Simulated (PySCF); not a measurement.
**Exercise with solution: dipole moment from atomic charges**

Ti(OH)3(SH) (H4O3STi), SMILES [OH][Ti]([SH])([OH])[OH], multiplicity 1. Atoms are numbered in the order given.

```xyz
9

Ti     0.3425     0.1432     0.0478
O      1.2734    -0.2103    -1.4334
H      0.9788    -0.3569    -2.3407
O      1.1509    -0.6631     1.4252
H      1.1415    -0.4086     2.3570
O      0.1178     1.8861     0.3104
H      0.3136     2.6921    -0.1818
S     -1.8086    -0.7005    -0.2048
H     -1.3681    -1.9713    -0.0288
```

Geometry: B3LYP-D3(BJ)/def2-SVP. The multiplicity is an assumed one; no other spin state was optimised. The structure was generated by enumeration; whether it is a known compound was not checked. One conformer was computed; it need not be the lowest.

Charges (e) from ωB97X/def2-TZVP run with PySCF:

```csv
atom,ESP fit,Mulliken
Ti1,0.950,1.337
O2,-0.617,-0.692
H3,0.380,0.350
O4,-0.660,-0.690
H5,0.422,0.344
O6,-0.643,-0.694
H7,0.430,0.352
S8,-0.444,-0.472
H9,0.182,0.164
```

The dipole moment of the full density is 1.94 D.

Q: What dipole moment does each set of point charges give, and which comes closer to that of the density?

A: 
μ = Σ q r, and 1 e Å = 4.8032 D.
ESP fit: Σ q r = (0.247, 0.292, -0.098) e Å, |μ| = 1.90 D.
Mulliken: Σ q r = (0.176, 0.175, -0.123) e Å, |μ| = 1.33 D.
ESP fit comes closer in size. Point charges leave out the atoms' own dipoles (lone pairs, polarised bonds); fits to the potential absorb them, partitions of the density don't.
